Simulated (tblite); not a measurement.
Species: C4H12BN3O2.
Numbering: `[CH3:1][NH:2][B:3]([NH2:4])[NH:5][C:6](=[O:7])[CH2:8][O:9][CH3:10]` (hydrogens: H11, H12, H13 on C1; H14 on N2; H15, H16 on N4; H17 on N5; H18, H19 on C8; H20, H21, H22 on C10)

Computed with GFN2-xTB (tblite), gas phase: L-BFGS steps from a force-field or distance-geometry start until the largest atomic force falls under 0.01 eV/Å.

Step 13: E = -894.2420 eV
```
atom  x, y, z in Å  |  force x, y, z in eV/Å
C1      3.1737    1.2115   -0.5510    0.140   0.078   0.044
N2      2.0844    0.2950   -0.8183    0.107   0.116  -0.064
B3      1.5304   -0.6463    0.1009    0.179  -0.128  -0.379
N4      2.3814   -1.3056    1.0025   -0.158   0.141   0.349
N5      0.0978   -1.0187   -0.0477   -0.267  -0.080   0.260
C6     -0.9295   -0.2092    0.3455    0.078  -0.072  -0.012
O7     -0.7881    0.9207    0.7475    0.106   0.183  -0.045
C8     -2.3173   -0.8784    0.2241    0.165  -0.141  -0.092
O9     -3.4184   -0.0809    0.5675    0.266  -0.068   0.045
C10    -3.6158    1.0528   -0.2494   -0.066  -0.098  -0.002
H11     3.2034    2.0166   -1.2899   -0.167  -0.106  -0.016
H12     4.1682    0.7536   -0.5443    0.107  -0.260  -0.093
H13     3.0353    1.6734    0.4235   -0.151  -0.013   0.089
H14     1.9938    0.0887   -1.8045   -0.370   0.308   0.234
H15     2.1689   -2.0429    1.6567   -0.252   0.252  -0.044
H16     3.2425   -0.8444    1.2321    0.231  -0.157  -0.074
H17    -0.1787   -1.9843   -0.1198    0.156  -0.164  -0.120
H18    -2.3576   -1.7405    0.9021   -0.003   0.097  -0.015
H19    -2.4046   -1.2526   -0.8115   -0.083   0.030  -0.040
H20    -2.7833    1.7606   -0.1784   -0.131  -0.072   0.028
H21    -4.5382    1.4943    0.1234    0.062   0.149  -0.036
H22    -3.7589    0.7560   -1.2970    0.048   0.005  -0.017
```

Step 14: E = -894.3074 eV
```
atom  x, y, z in Å  |  force x, y, z in eV/Å
C1      3.1785    1.2096   -0.5500    0.158   0.062   0.099
N2      2.0979    0.2894   -0.8092   -0.145  -0.053  -0.552
B3      1.5374   -0.6743    0.0646    0.151  -0.069   0.265
N4      2.3746   -1.3178    0.9980   -0.108  -0.164   0.741
N5      0.0933   -1.0251   -0.0458   -0.012  -0.103   0.073
C6     -0.9255   -0.2060    0.3415    0.319  -0.068   0.014
O7     -0.7689    0.9237    0.7403    0.006   0.162  -0.077
C8     -2.3026   -0.8782    0.2196    0.055  -0.082  -0.051
O9     -3.3981   -0.0852    0.5692   -0.066   0.039   0.154
C10    -3.6139    1.0424   -0.2471   -0.043   0.062  -0.074
H11     3.1990    2.0100   -1.2911   -0.126  -0.076  -0.042
H12     4.1693    0.7465   -0.5450    0.145  -0.196  -0.070
H13     3.0312    1.6744    0.4214   -0.077   0.001   0.132
H14     1.9324    0.1555   -1.8011   -0.298   0.340   0.342
H15     2.1429   -2.0132    1.7134   -0.158   0.614  -0.564
H16     3.2462   -0.8644    1.2246    0.043  -0.197  -0.156
H17    -0.1837   -1.9893   -0.1163    0.102  -0.207  -0.131
H18    -2.3469   -1.7375    0.8984    0.038   0.030  -0.014
H19    -2.3990   -1.2437   -0.8153   -0.044  -0.032  -0.108
H20    -2.7869    1.7559   -0.1809   -0.074  -0.040   0.027
H21    -4.5350    1.4971    0.1222    0.120   0.004  -0.035
H22    -3.7526    0.7496   -1.2976    0.015  -0.026   0.025
```

Step 15: E = -894.3575 eV
```
atom  x, y, z in Å  |  force x, y, z in eV/Å
C1      3.1836    1.2085   -0.5477    0.065  -0.049   0.054
N2      2.1079    0.2812   -0.8110   -0.215  -0.150  -0.252
B3      1.5446   -0.6961    0.0430    0.100   0.130   0.516
N4      2.3664   -1.3196    1.0048   -0.020  -0.130   0.672
N5      0.0906   -1.0332   -0.0391    0.246  -0.153  -0.070
C6     -0.9204   -0.2045    0.3388    0.434  -0.064   0.018
O7     -0.7526    0.9265    0.7318   -0.062   0.107  -0.105
C8     -2.2917   -0.8786    0.2147   -0.041   0.006  -0.002
O9     -3.3839   -0.0885    0.5719   -0.260   0.116   0.185
C10    -3.6132    1.0353   -0.2453   -0.007   0.136  -0.098
H11     3.1946    2.0043   -1.2922   -0.074  -0.056  -0.043
H12     4.1695    0.7355   -0.5492    0.148  -0.102  -0.020
H13     3.0253    1.6742    0.4215    0.000  -0.015   0.139
H14     1.8830    0.2145   -1.7883   -0.329   0.291  -0.004
H15     2.1179   -1.9808    1.7450   -0.160   0.539  -0.596
H16     3.2529   -0.8862    1.2167   -0.020  -0.186  -0.170
H17    -0.1829   -1.9980   -0.1181    0.048  -0.167  -0.119
H18    -2.3372   -1.7341    0.8957    0.062  -0.038  -0.016
H19    -2.3957   -1.2380   -0.8205   -0.015  -0.062  -0.124
H20    -2.7911    1.7526   -0.1831   -0.004  -0.004   0.031
H21    -4.5315    1.5008    0.1214    0.129  -0.101  -0.030
H22    -3.7464    0.7433   -1.2968   -0.025  -0.047   0.036
```

Step 16: E = -894.4065 eV
```
atom  x, y, z in Å  |  force x, y, z in eV/Å
C1      3.1869    1.2021   -0.5450   -0.011  -0.185   0.044
N2      2.1250    0.2520   -0.8110   -0.635   0.123  -1.473
B3      1.5543   -0.7284    0.0244   -0.009   0.290   0.662
N4      2.3566   -1.3333    1.0167   -0.096  -0.220   0.796
N5      0.0905   -1.0543   -0.0350    0.460  -0.131  -0.162
C6     -0.9047   -0.2049    0.3306    0.479  -0.041   0.014
O7     -0.7166    0.9291    0.7116   -0.126  -0.026  -0.160
C8     -2.2766   -0.8745    0.2061   -0.075   0.073   0.068
O9     -3.3693   -0.0921    0.5782   -0.272   0.160   0.164
C10    -3.6095    1.0278   -0.2413    0.036   0.140  -0.119
H11     3.1942    1.9946   -1.2930   -0.068  -0.099  -0.024
H12     4.1654    0.7165   -0.5588    0.161   0.022   0.087
H13     3.0166    1.6750    0.4214    0.108  -0.072   0.113
H14     1.7762    0.3523   -1.7814    0.017  -0.035   1.169
H15     2.0612   -1.9076    1.8185   -0.009   0.557  -0.883
H16     3.2658   -0.9357    1.1977   -0.033  -0.157  -0.126
H17    -0.1858   -2.0192   -0.1218    0.018  -0.067  -0.100
H18    -2.3091   -1.7287    0.8876    0.027  -0.096  -0.036
H19    -2.3817   -1.2265   -0.8328   -0.037  -0.058  -0.065
H20    -2.7927    1.7508   -0.1914    0.059   0.008   0.072
H21    -4.5252    1.5006    0.1224    0.109  -0.165  -0.042
H22    -3.7320    0.7237   -1.2896   -0.103  -0.023   0.000
```

Q: Estimate the geometry and energy of step 17. (The exact step hangs on the optimiser's Hessian estimate; all steps are aligned on step 16, rigid shifts and turns removed.)

A: E = -894.4723 eV, largest force 1.087 eV/Å
```
atom  x, y, z in Å  |  force x, y, z in eV/Å
C1      3.1914    1.1979   -0.5425   -0.200  -0.335  -0.072
N2      2.1255    0.2432   -0.8315   -0.105  -0.052   0.067
B3      1.5629   -0.7313    0.0281   -0.074   0.482   0.463
N4      2.3437   -1.3077    1.0484    0.488   0.702  -0.671
N5      0.0966   -1.0678   -0.0178    0.545  -0.120  -0.225
C6     -0.8928   -0.2079    0.3307    0.249  -0.062  -0.051
O7     -0.7075    0.9323    0.6988   -0.086  -0.182  -0.185
C8     -2.2726   -0.8757    0.2007   -0.086   0.179   0.124
O9     -3.3660   -0.0917    0.5838   -0.174   0.153   0.027
C10    -3.6110    1.0262   -0.2413    0.101   0.073  -0.048
H11     3.1877    1.9886   -1.2937    0.020  -0.101   0.025
H12     4.1667    0.6972   -0.5685    0.020   0.175   0.165
H13     3.0074    1.6708    0.4269    0.202  -0.187  -0.038
H14     1.7459    0.3929   -1.7466   -0.397   0.049   0.000
H15     2.0353   -1.8723    1.7976   -0.400  -0.386   0.480
H16     3.2820   -0.9618    1.1882   -0.124  -0.176  -0.026
H17    -0.1720   -2.0349   -0.1358   -0.017   0.109  -0.037
H18    -2.3028   -1.7251    0.8866    0.023  -0.143  -0.053
H19    -2.3849   -1.2274   -0.8407   -0.012  -0.013   0.046
H20    -2.7983    1.7495   -0.1914    0.161   0.055   0.065
H21    -4.5201    1.5066    0.1213    0.007  -0.188  -0.025
H22    -3.7277    0.7180   -1.2872   -0.140  -0.033  -0.032
```

The energy changes by -0.0659 eV. The first-order estimate −F·Δx gives -0.1435 eV and the mean of the old and new forces, exact on a quadratic surface, -0.0647 eV. The step makes an angle of 61° with the force vector and moves no atom by more than 0.061 Å.

The cost below is that of the whole relaxation. Time: 3.8 s of wall time. Hardware: one thread, Arm Neoverse N1 (aarch64), no GPU, shared host.
